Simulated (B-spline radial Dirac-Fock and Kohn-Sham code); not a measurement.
## Fe³⁺: eigenvalues, ΔSCF and the reference

System: iron as Fe³⁺, [Ar] 3d4 4s1 (an excited configuration).

The density-functional columns are spherical, spin-unpolarised Dirac-Kohn-Sham results without Breit or QED terms: −ε is minus the orbital energy of the initial state and ΔSCF the difference of two total energies. The reference in the last column comes from Dirac-Fock energy differences between relaxed states, corrected for Breit and QED terms. All numbers are from a radial B-spline solver, in eV; a selection of levels is shown. For the 1s level of heavy atoms much of the gap between ΔSCF and the reference is the Breit and QED part, -11.4 eV here; for other levels the error of the functional can be larger.

```tsv
level	LDA −ε	LDA ΔSCF	Dirac-Fock
1s	7029.0	7188.1	7177.1
2s	866.3	895.0	916.6
2p1/2	754.6	788.4	789.0
2p3/2	742.2	775.5	776.8
3p1/2	106.0	117.2	118.4
3p3/2	104.4	115.5	116.7
3d	50.99	61.42	59.37
4s	34.32	39.09	37.62
```

Values without a named source are computed, but for edge energies of neutral atoms, which are taken from tables.
